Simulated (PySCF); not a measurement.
## NaPb, CCSD: how much the basis matters

PySCF, UHF reference; quartet, unpaired electrons σ ↑, π ↑↑; De to Na + Pb without counterpoise correction. Frozen cores follow the default of each basis and core potential.

```json
{"basis": "def2-SVP", "relativity": "scalar-relativistic core potentials", "functions": "41", "Re (Å)": "3.000", "ωe (cm⁻¹)": "170", "De (eV)": "1.03", "frozen orbitals": "5"}
{"basis": "def2-SVPD", "relativity": "scalar-relativistic core potentials", "functions": "50", "Re (Å)": "3.010", "ωe (cm⁻¹)": "168", "De (eV)": "1.07", "frozen orbitals": "5"}
{"basis": "aug-cc-pVDZ/aug-cc-pVDZ-PP", "relativity": "scalar-relativistic core potentials", "functions": "59", "Re (Å)": "3.014", "ωe (cm⁻¹)": "165", "De (eV)": "1.07", "frozen orbitals": "5"}
```

Task: How does each smaller set differ from the one with most functions, aug-cc-pVDZ/aug-cc-pVDZ-PP?

Result: def2-SVP: -1.4 pm, +3.0 % in ωe, -0.04 eV in De; def2-SVPD: -0.4 pm, +1.8 % in ωe, +0.00 eV in De. All at CCSD; the set with most functions is neither the basis-set limit nor always the best.

Correlated steps freeze 5 core orbitals. Correlated levels converge slowly with the basis: in double zeta they bind strong bonds too weakly, by up to about 1 eV, and carry superposition errors of some tenths. These are scalar-relativistic numbers at best; spin–orbit coupling would shift them, the dissociation energy most. The state is the lowest determinant that a PBE0 search found; another state may lie lower at other levels.
